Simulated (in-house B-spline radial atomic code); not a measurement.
Excitations of C⁴⁺ by several methods

Full response, energies in eV; labels give the largest channel, * marks a mixed state, a dash one above the method's threshold, and an imaginary frequency an unstable closed-shell reference. Computed with an all-electron radial atomic-structure program (B-spline basis): linear response of the closed shell 1s2 with each method's own kernel (bare exchange for TDHF, static screening on G0W0 levels for BSE, the adiabatic kernel for functionals); non-relativistic, point nucleus, no spin-orbit coupling, no double excitations, S, P, D and F terms only.

```json
{"method": "TDHF", "1s → 2s 3S": "298.70", "1s → 2s 1S": "304.82", "1s → 2p 3P": "304.35", "α (bohr³)": "0.008935"}
{"method": "BSE on G0W0@HF", "1s → 2s 3S": "298.71", "1s → 2s 1S": "304.67", "1s → 2p 3P": "304.11", "α (bohr³)": "0.008907"}
{"method": "LDA VWN5", "1s → 2s 3S": "284.52", "1s → 2s 1S": "288.94", "1s → 2p 3P": "290.61", "α (bohr³)": "0.009449"}
{"method": "PBE", "1s → 2s 3S": "286.01", "1s → 2s 1S": "290.95", "1s → 2p 3P": "292.13", "α (bohr³)": "0.00928"}
{"method": "PBE0", "1s → 2s 3S": "289.50", "1s → 2s 1S": "294.70", "1s → 2p 3P": "295.49", "α (bohr³)": "0.009186"}
{"method": "B3LYP (VWN-RPA)", "1s → 2s 3S": "285.79", "1s → 2s 1S": "292.74", "1s → 2p 3P": "291.98", "α (bohr³)": "0.009205"}
{"method": "CAM-B3LYP", "1s → 2s 3S": "?", "1s → 2s 1S": "?", "1s → 2p 3P": "?", "α (bohr³)": "?"}
{"method": "LC-wPBE", "1s → 2s 3S": "284.53", "1s → 2s 1S": "289.24", "1s → 2p 3P": "291.01", "α (bohr³)": "0.009284"}
{"method": "wB97X", "1s → 2s 3S": "288.96", "1s → 2s 1S": "294.25", "1s → 2p 3P": "295.82", "α (bohr³)": "0.009109"}
{"method": "HSE06", "1s → 2s 3S": "?", "1s → 2s 1S": "?", "1s → 2p 3P": "?", "α (bohr³)": "?"}
{"method": "BHandHLYP", "1s → 2s 3S": "288.82", "1s → 2s 1S": "296.78", "1s → 2p 3P": "294.96", "α (bohr³)": "0.009094"}
{"method": "BLYP", "1s → 2s 3S": "282.33", "1s → 2s 1S": "289.54", "1s → 2p 3P": "288.64", "α (bohr³)": "0.009265"}
{"method": "PBEsol", "1s → 2s 3S": "284.94", "1s → 2s 1S": "289.79", "1s → 2p 3P": "291.10", "α (bohr³)": "0.009347"}
{"method": "BP86", "1s → 2s 3S": "286.93", "1s → 2s 1S": "291.51", "1s → 2p 3P": "293.16", "α (bohr³)": "0.009235"}
{"method": "LDA exchange-only", "1s → 2s 3S": "282.33", "1s → 2s 1S": "287.27", "1s → 2p 3P": "288.50", "α (bohr³)": "0.009492"}
{"method": "B97-1", "1s → 2s 3S": "289.01", "1s → 2s 1S": "294.58", "1s → 2p 3P": "295.46", "α (bohr³)": "0.009178"}
{"method": "RPBE", "1s → 2s 3S": "286.03", "1s → 2s 1S": "290.99", "1s → 2p 3P": "292.21", "α (bohr³)": "0.009258"}
{"method": "OLYP", "1s → 2s 3S": "281.42", "1s → 2s 1S": "288.71", "1s → 2p 3P": "288.06", "α (bohr³)": "0.00926"}
```

(1) What does CAM-B3LYP give?

(2) What does HSE06 give?

## Answers

(1) 1s → 2s 3S: 285.18; 1s → 2s 1S: 292.04; 1s → 2p 3P: 291.56; α: 0.009202 (eV, bohr³).

(2) 1s → 2s 3S: 289.61; 1s → 2s 1S: 294.82; 1s → 2p 3P: 295.56; α: 0.009186 (eV, bohr³).
